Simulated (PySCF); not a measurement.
**Which is lower?**

The two ends of one reaction step of SiNH$_{7}$Se, closed shell (PBE0-D4/def2-TZVP).

A:

```csv
atom,x (Å),y (Å),z (Å)
Si1,-0.3365,0.5494,0.3183
H2,-0.9831,-2.0563,-2.9959
H3,-1.0920,-0.7196,0.1964
H4,-1.0857,1.7085,-0.2222
N5,-0.0473,0.7753,1.9890
H6,-0.4994,-1.5491,-2.7353
Se7,1.4792,0.4794,-1.0828
H8,0.1556,-0.0252,2.5662
H9,0.4543,1.5878,2.3122
H10,1.9741,-0.7871,-0.5263
```

B:

Si1  (-1.312, -0.435, 0.148)
H2  (-0.701, -1.447, -0.771)
H3  (-2.525, -1.054, 0.742)
H4  (-1.689, 0.728, -0.699)
N5  (-0.316, 0.115, 1.434)
H6  (1.164, 0.270, -1.913)
Se7  (1.969, 1.348, -1.326)
H8  (-0.175, -0.475, 2.238)
H9  (0.526, 0.619, 1.197)
H10  (3.056, 0.410, -1.023)
(Å)

Program: PySCF 2.14 with density fitting (its default auxiliary sets; JK sets also for MP2 and CCSD(T)). Basis: def2-TZVPP. Cores are frozen in the correlated methods. Filled d shells of the heavier atoms are correlated. The def2 sets are not built for correlating such inner shells, so the correlated values are less sure here. B3LYP uses VWN-RPA correlation.

Which structure is lower at CCSD(T), and by how much? (An estimate is asked for; the value comes from the calculation.)

By the calculation: A, by 0.418 eV (electronic energy, against the other). By their contacts, A is a complex of SiNH₅Se ([NH2][SiH2][SeH]) + H₂ and B is a complex of SiNH₅ ([NH2][SiH3]) + H₂Se.

All methods give the same order:

```csv
method,E(B) − E(A) (eV)
SPW92,0.452
PBE-D4,0.520
r2SCAN-D4,0.517
PBE0-D4,0.491
B3LYP-D4,0.439
BHLYP-D4,0.408
wB97M-V,0.450
HF,0.309
MP2,0.518
CCSD,0.381
CCSD(T),0.418
```

No T1 diagnostic of these runs exceeds 0.010.

Labels in which every atom is bracketed show which atoms are joined, not bond orders.

For scale, one of the runs: CCSD(T)/def2-TZVPP, 219 basis functions, launched by `OMP_NUM_THREADS=4 python run.py`. Time: 14 min of wall clock on 4 CPU threads of an Arm Neoverse V1; the host was shared. Peak host memory: 3.9 GiB.
